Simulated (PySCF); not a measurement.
# H₄MoO + H₂O → MoH₆ + O₂

Level: PBE0 in the def2-TZVP basis family, computed in PySCF with density fitting; scalar-relativistic core potentials for atoms from Rb on, none lighter, no spin–orbit coupling; open shells unrestricted.

```csv
species,state and structure,ZPE (kJ/mol),H(298 K) − H(0) (kJ/mol),S° (J/(mol K))
H₄MoO,"singlet, Cs, Mo–H 1.654 Å (×2), Mo–H 1.709 Å (×2), Mo–O 1.643 Å; H–Mo–H 58.4°, H–Mo–H 66.0° (×2), H–Mo–H 118.6° (×2), H–Mo–H 130.5°, H–Mo–O 101.8° (×2), H–Mo–O 113.3° (×2)",83.7,12.4,269.4
H₂O,"singlet, C2v, O–H 0.960 Å (×2); H–O–H 105.1°",56.5,9.9,188.7
MoH₆,"singlet, C3v, Mo–H 1.628 Å (×3), Mo–H 1.680 Å (×3); H–Mo–H 60.6° (×3), H–Mo–H 63.6° (×3), H–Mo–H 114.7° (×6), H–Mo–H 117.5° (×3)",118.6,11.6,243.2
O₂,"triplet, D∞h, O–O 1.193 Å",10.3,8.7,204.9
```

(1) Is the gas-phase reaction uphill or downhill in electronic energy at this level, and by how much?

(2) Add zero-point, thermal and entropy terms for 298.15 K and 1 bar.

Answers

(1) At PBE0/def2-TZVP, ΔE = 563.4 kJ/mol, uphill. 

(2) ΔZPE = -11.3 and Δ[H(298) − H(0)] = -2.0 kJ/mol give ΔH° = 550.1 kJ/mol. ΔS° = -10.0 J/(mol K), so ΔG° = 550.1 − 298.15 × (-0.0100) = 553 kJ/mol.

Each species is the lowest minimum found with this bonding; other isomers or fragments can lie lower.
